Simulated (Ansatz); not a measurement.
Consider the substitution at a C–B bond: `C=NB(C)[SiH3]` + `O[SiH2]S` → `CS[SiH2]O` + `C=NB[SiH3]`.

Program: Ansatz. Geometries: PBE0-D4/def2-TZVP. ΔE: electronic, gas phase. CBS: MP2 limit from def2 TZ/QZ plus the TZ coupled-cluster correction, frozen cores. DFT in def2-TZVPP. B3LYP here is the variant with VWN-RPA as its local correlation; programs differ in this. One conformer a species, not always the lowest.

`C=NB(C)[SiH3]`:

```xyz
13

C     1.788    1.646    0.310
N     0.812    0.882    0.215
B    -0.228    0.027    0.093
C    -1.633    0.318    0.750
Si    0.134   -1.652   -0.984
H     1.966    2.439   -0.422
H     2.506    1.553    1.129
H    -2.413    0.341   -0.018
H    -1.663    1.261    1.300
H    -1.907   -0.491    1.435
H    -0.806   -1.750   -2.139
H    -0.081   -2.869   -0.148
H     1.523   -1.704   -1.519
```

`O[SiH2]S`:

```xyz
7

O    -0.373    1.454   -0.073
Si    0.488    0.086    0.215
S    -0.403   -1.668   -0.609
H    -0.630    1.627   -0.980
H     1.828    0.109   -0.423
H     0.581    0.010    1.688
H    -1.490   -1.618    0.181
```

`CS[SiH2]O`:

```xyz
10

C    -0.566    1.532    0.505
S    -0.912   -0.159    1.077
Si    0.592   -1.209    0.016
O     0.415   -1.141   -1.620
H    -0.662    1.607   -0.577
H     0.430    1.848    0.813
H    -1.305    2.182    0.973
H     0.500   -2.597    0.538
H     1.925   -0.609    0.253
H    -0.418   -1.454   -1.977
```

`C=NB[SiH3]`:

Cartesian coordinates in Å:
```
C 0.706 0.237 2.085
N 0.576 -0.249 0.948
B 0.410 -0.744 -0.291
Si -0.814 0.214 -1.576
H 0.047 -0.057 2.905
H 1.485 0.971 2.302
H 1.000 -1.744 -0.590
H -1.914 -0.689 -2.022
H -0.066 0.635 -2.794
H -1.429 1.427 -0.967
```

Is it downhill or uphill in electronic energy at CCSD(T)/CBS, and by how much? (Estimate.)

Ansatz gave: Uphill: ΔE = +0.54 eV.

What do these levels give: PBE-D4, r2SCAN-D4, PBE0-D4, B3LYP-D4, ωB97M-V, B2PLYP, B3LYP, MP2/def2-TZVPP, CCSD/def2-TZVPP, HF/def2-QZVPP, SCS-MP2/def2-QZVPP, HF/CBS(def2)? (Best estimate.)

Computed: PBE-D4 0.52, r2SCAN-D4 0.55, PBE0-D4 0.55, B3LYP-D4 0.53, ωB97M-V 0.55, B2PLYP 0.54, B3LYP 0.53, MP2/def2-TZVPP 0.57, CCSD/def2-TZVPP 0.57, HF/def2-QZVPP 0.54, SCS-MP2/def2-QZVPP 0.53, HF/CBS(def2) 0.54 eV.

Largest T1 diagnostic among the species: 0.017.
